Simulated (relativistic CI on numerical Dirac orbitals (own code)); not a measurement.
**Cr4+: 3s photoemission**

Computed with this model: Dirac-Coulomb-Breit CI, separate exchange-only KLI orbitals for each configuration, a model potential for QED, valence Slater integrals scaled by 0.9, multiplet model of photoemission in the sudden approximation; configurations [Ar] 3d2 → [Ne] 3s 3p6 3d2; 300 K; Lorentzian 1.5 eV and Gaussian 0.6 eV FWHM. Energies are those of the free ion, without screening or charge transfer. The energies are binding energies and can lie tens of eV above those of solids. Without intra-shell correlation the exchange splitting of an s hole comes out too large, often by half or more. S is read from ⟨S²⟩ = S(S + 1).

free ion: ground-state S = 1.00, centroid 150.06 eV. Peaks (eV, height): 147.8 (100), 154.6 (50).

Strongest unbroadened transitions for free ion:

| Energy (eV) | Relative strength |
| --- | --- |
| 147.80 | 0.3 |
| 147.83 | 8.1 |
| 147.85 | 100.0 |
| 147.87 | 1.3 |
| 147.88 | 14.9 |
| 147.89 | 67.5 |
| 152.05 | 0.3 |
| 152.06 | 0.0 |
| 154.47 | 6.6 |
| 154.50 | 0.8 |
| 154.53 | 82.3 |
| 154.57 | 4.8 |
